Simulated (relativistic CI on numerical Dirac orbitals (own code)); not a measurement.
Slater and spin-orbit integrals, Pb⁸⁺

Calculated at this level of theory: Dirac-Coulomb-Breit CI, separate exchange-only KLI orbitals for each configuration, QED by a radiative potential, unscaled Slater integrals (own radial code, finite nucleus).

Slater integrals F^k, G^k are unscaled and averaged over j, outside the closed core [Kr] 4d10 4f14; ζ comes from projecting the Hamiltonian with its Breit term on Σ l·s of the shell.

- 5s2.5p6.5d6: F^2(5d,5d) = 92434, F^4(5d,5d) = 62807, ζ(5d) = 10163 cm⁻¹; <r>(5d) = 1.144, <r^2>(5d) = 1.479 (bohr units).
- 5s2.5p6.5d5.6s: F^2(5d,5d) = 93047, F^4(5d,5d) = 63249, ζ(5d) = 10475, G^2(5d,6s) = 26194 cm⁻¹; <r>(5d) = 1.136, <r^2>(5d) = 1.458, <r>(6s) = 1.733, <r^2>(6s) = 3.33 (bohr units).
- 5s2.5p6.5d5.5f: F^2(5d,5d) = 93013, F^4(5d,5d) = 63226, ζ(5d) = 10467, F^2(5d,5f) = 64594, F^4(5d,5f) = 41006, G^1(5d,5f) = 73211, G^3(5d,5f) = 45408, G^5(5d,5f) = 32425, ζ(5f) = 401.12 cm⁻¹; <r>(5d) = 1.136, <r^2>(5d) = 1.459, <r>(5f) = 1.671, <r^2>(5f) = 3.186 (bohr units).

Question: Give the Racah parameters of the d shell in 5s2.5p6.5d6.

Answer: B = F²/49 − 5F⁴/441 = 1174 cm⁻¹ and C = 35F⁴/441 = 4985 cm⁻¹.

In this model ζ of a weakly bound d, f or g electron outside closed shells comes out too small, for d by up to a factor of two or three and at times with the wrong sign; that of an outer p electron is too small as well.

Averages of the first 10 configurations, taken without configuration mixing, which lowers the lowest level and can move excited configurations by several eV; other configurations of the list can lie among them:

| Configuration | Parity | States | Average energy above the lowest level (eV) |
| --- | --- | --- | --- |
| 5s2.5p6.5d6 | even | 210 | 7.8 |
| 5s2.5p6.5d5.6s | even | 504 | 38.8 |
| 5s2.5p6.5d5.5f | odd | 3528 | 71.4 |
| 5s2.5p5.5d7 | odd | 720 | 85.0 |
| 5s2.5p6.5d4.6s2 | even | 210 | 72.6 |
| 5s2.5p6.5d5.6p | odd | 1512 | 56.5 |
| 5s2.5p6.5d5.5g | even | 4536 | 102.8 |
| 5s2.5p6.5d4.6s.6p | odd | 2520 | 89.1 |
| 5s2.5p4.5d8 | even | 675 | 163.9 |
| 5s2.5p6.5d5.6d | even | 2520 | 78.8 |
